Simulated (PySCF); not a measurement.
TiF₄, optimised at PBE0/def2-TZVP:

```xyz
5

Ti    -0.0149     0.0095    -0.0167
F     -0.0155     0.6965    -1.6151
F     -0.0201    -1.7264    -0.1316
F      1.4086     0.5292     0.8377
F     -1.4326     0.5375     0.8423
```

Method: PySCF energies (xtb for GFN2) plus ideal-gas RRHO corrections (1 bar). 6-31G* has spherical d functions here. All species are closed-shell singlets. B3LYP is the form with VWN-RPA correlation.

List the harmonic frequencies (cm⁻¹, unscaled) at this level and at the other levels, each on its own geometry.


- PBE0/def2-TZVP: 192, 193, 221, 221, 222, 729, 813, 813, 813
- B3LYP/6-31G*: 198, 198, 226, 226, 227, 747, 840, 840, 840
- GFN2-xTB: 195, 195, 210, 210, 210, 559, 663, 663, 663
- HF/6-31G*: 207, 207, 247, 247, 247, 815, 887, 887, 887
- PBE/def2-SVP: 190, 191, 214, 214, 215, 709, 809, 809, 809
